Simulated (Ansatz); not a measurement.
Born–Oppenheimer molecular dynamics of AlClFH5O3Zr (12 atoms, charge 0, multiplicity 1). It starts at the highest image of a converged band, a first-order saddle point between two minima.

The calculation used RKS PBE/def2-SVP in Ansatz 0.2.0.

- ensemble: NVE (velocity Verlet)
- time step: 0.5 fs
- steps asked: 200
- starting velocities drawn for: 100 K
- seed: 10701

First frame:

```xyz
12
Properties=species:S:1:pos:R:3
Zr -0.181 0.140 0.489
Cl -1.672 -0.096 2.350
O 1.942 0.069 0.136
H 2.443 -0.526 -0.450
O -1.007 1.230 -0.846
H -1.571 1.532 -1.572
F -0.195 -1.675 -0.160
O 1.013 1.509 1.668
Al 2.860 1.357 1.223
H 4.268 0.898 0.555
H 3.221 2.521 2.298
H 0.740 2.114 2.381
```

(1) How far do the bonds stretch over the last three quarters of this one trajectory? (Pairs bonded in most of those frames.)

Answers

(1) 
```csv
bond,mean (Å),spread (Å),shortest,longest
Zr1–Cl2,2.390,0.006,2.38,2.40
Zr1–O3,2.159,0.026,2.10,2.21
Zr1–O5,1.913,0.011,1.90,1.93
Zr1–F7,1.926,0.012,1.91,1.95
Zr1–O8,2.202,0.039,2.15,2.27
Zr1–Al9,3.307,0.075,3.18,3.39
O3–H4,0.974,0.004,0.97,0.98
O3–Al9,1.923,0.035,1.87,1.97
O5–H6,0.968,0.012,0.95,0.99
O8–Al9,1.897,0.043,1.82,1.95
O8–H12,0.974,0.001,0.97,0.98
Al9–H10,1.629,0.030,1.58,1.68
Al9–H11,1.628,0.016,1.60,1.66
```

Mean temperature of the second half: 452 K. The conserved energy stayed within 0.038 meV per atom of its start (net change 0.023 meV per atom), so the integration is sound. The kinetic energy rose, since the run started high on the potential surface and went downhill. A run of 0.1 ps of so small a system gives no equilibrium averages. The orbitals stay closed-shell, which can raise the energy where a bond breaks towards radicals; this wasn't checked here.

Time of the run: 7.8 min on 4 threads of Arm Neoverse V1, on a shared host, peak memory 0.23 GiB.
